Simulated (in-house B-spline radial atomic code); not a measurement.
Settings and results of a run for Te⁺ (an excited or competing configuration). Method: scalar-relativistic (X2C) OLYP, spin-polarised, spherical fractional occupations, Fermi nucleus of rms radius 4.7423 fm. Calculated with a B-spline radial code for spherical atoms.

In the input, 3d5,1 would mean five up and one down electron.

Command:
```bash
python run_scf.py task.json out
```
Settings (nuclear radius in fm, mass in u):
```
Z                52
configuration    1s2 2s2 2p6 3s2 3p6 3d10 4s2 4p6 4d10 5s2 5p1,1 6p0,1
hamiltonian      x2c
method           optx,lyp
spin_polarised   True
nucleus          fermi
rms_radius       4.7423
atomic_mass      129.90622
speed_of_light   137.035999084
```

Output (hartree, bohr):
```
 radial grid: 81 intervals, B-splines of order 8, outer radius 60 bohr

 iter        energy (Eh)    residual
    1       -6791.730556    4.54e-01
    2       -6792.651941    2.84e-01
    3       -6795.110905    3.07e-02
    4       -6795.132771    1.05e-02
    5       -6795.134762    1.40e-03
    6       -6795.134864    4.60e-04
    7       -6795.134873    2.05e-04
    8       -6795.134876    1.13e-04
    9       -6795.134876    3.13e-05
   10       -6795.134876    5.20e-06
   11       -6795.134876    4.50e-07

 total energy                     -6795.13488
 kinetic                            7187.2662
 electron-nucleus                 -16483.3968
 Hartree                            2680.3903
 exchange-correlation               -179.3945

 orbital      occ     eigenvalue          <r>       <r^2>       <1/r>       r_max
 1s up      1.000     -1160.4465    0.0272163  0.00101371     58.2818     0.01722
 1s down    1.000     -1160.4467    0.0272163  0.00101371     58.2818     0.01722
 2s up      1.000      -178.5813      0.11933   0.0168544     13.2525      0.1013
 2s down    1.000      -178.5814      0.11933   0.0168544     13.2525      0.1013
 2p up      3.000      -160.5154     0.104458   0.0133349     12.2488     0.08091
 2p down    3.000      -160.5156     0.104458   0.0133349     12.2488     0.08091
 3s up      1.000       -36.0023     0.321755    0.118476     4.66554      0.2928
 3s down    1.000       -36.0025     0.321756    0.118476     4.66554      0.2928
 3p up      3.000       -30.1142     0.319759    0.118703     4.35005      0.2863
 3p down    3.000       -30.1144      0.31976    0.118704     4.35004      0.2863
 3d up      5.000       -21.1644     0.296462    0.104112     4.09339      0.2376
 3d down    5.000       -21.1646     0.296464    0.104113     4.09338      0.2376
 4s up      1.000        -6.5795     0.764266    0.660275     1.84874      0.7011
 4s down    1.000        -6.5798     0.764269    0.660296     1.84878      0.7011
 4p up      3.000        -4.7501     0.819744    0.766253     1.67141      0.7377
 4p down    3.000        -4.7504     0.819795    0.766386     1.67138      0.7377
 4d up      5.000        -2.0712     0.965075     1.09255     1.37629      0.8101
 4d down    5.000        -2.0720     0.965496     1.09363     1.37584      0.8101
 5s up      1.000        -1.0140      1.97969      4.4131    0.660209       1.756
 5s down    1.000        -1.0173      1.97279     4.37615    0.661915       1.756
 5p up      1.000        -0.6348      2.37098     6.38903    0.542729       2.048
 5p down    1.000        -0.6349      2.34571      6.2429    0.548091       2.038
 6p down    1.000        -0.1849      6.13902     41.6945      0.2015       5.722
```

Run time, properties included: 0.18 s on 1 thread of Arm Neoverse V2 (shared host).

One-electron X2C: radii and densities carry no picture-change correction, so inner-shell <1/r> comes out high (for 1s by about 2 % at Z = 33, 5 % at 54, 10 % at 75, 30 % at 118) and <r> low.
